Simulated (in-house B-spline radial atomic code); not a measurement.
Checks on a self-consistent run for the rhenium ion Re⁸⁺, [Ar] (3d3/2)3 (3d5/2)6 4s2 4p6 4d10 4f14 5s2 5p6. All numbers are computed (Dirac-Hartree-Fock, average of the jj configuration; Fermi nucleus of rms radius 5.3698 fm) with an all-electron radial atomic-structure program (B-spline basis), not measured.

```
orbital  q       ε (Eh)    <1/r>         <r²>  small-component weight
  1s1/2  2  -2658.53506   88.707  0.000447952                0.080208
  2s1/2  2   -472.07960   21.658   0.00680272                0.018259
  2p1/2  2   -450.98747  21.5794   0.00486128                0.018287
  2p3/2  4   -398.11542  18.0402   0.00605548                0.016465
  3s1/2  2   -116.03722  7.99902    0.0439429               0.0060991
  3p1/2  2   -106.54511  7.89457    0.0403627               0.0060176
  3p3/2  4    -95.02431  6.98968    0.0467037               0.0055178
  3d3/2  3    -79.82763  6.83839    0.0366895               0.0053334
  3d5/2  6    -77.34413  6.65376    0.0378317               0.0052335
  4s1/2  2    -29.19348  3.35969     0.215487               0.0020106
  4p1/2  2    -25.24144  3.24954     0.221763               0.0019203
  4p3/2  4    -22.43958  2.94811       0.2534               0.0017411
  4d3/2  4    -15.91944  2.76116     0.272671               0.0015789
  4d5/2  6    -15.42957   2.6647     0.284092               0.0014937
  4f5/2  6     -7.08828  2.28414      0.35053               0.0011407
  4f7/2  8     -7.02540  2.26517     0.356002               0.0011293
  5s1/2  2     -8.04219  1.35006       1.1087              0.00048537
  5p1/2  2     -6.62236  1.25291      1.26483              0.00043036
  5p3/2  4     -6.11768  1.15562      1.43482              0.00038448
```

Electron-electron repulsion V_ee = 5829.3620 hartree.

What total energy follows from the eigenvalues?

The eigenvalues count the repulsion twice, so E = Σqε - V_ee = -10791.892 - 5829.362 = -16621.254 hartree; the run printed -16621.254.

Does the Dirac virial theorem hold?

For a point nucleus E = -2c²Σq·w, with w the small-component weight. Here Σq·w = 0.44243 and c = 137.0360, so the ratio E/(-2c²Σq·w) is 1.000281; the finite nucleus accounts for the departure from 1.

What diamagnetic shielding (Lamb formula) and susceptibility (Langevin formula) do the radii give?

σ = (α²/3)Σq<1/r> = 549.931/(3·137.036²) = 9761.5 ppm, and χ = -0.79199×10⁻⁶·Σq<r²> = -16.52×10⁻⁶ cm³/mol with Σq<r²> = 20.862 bohr². Both are non-relativistic formulas without the paramagnetism of open shells; for so heavy an element the full relativistic shielding is larger by tens of per cent.
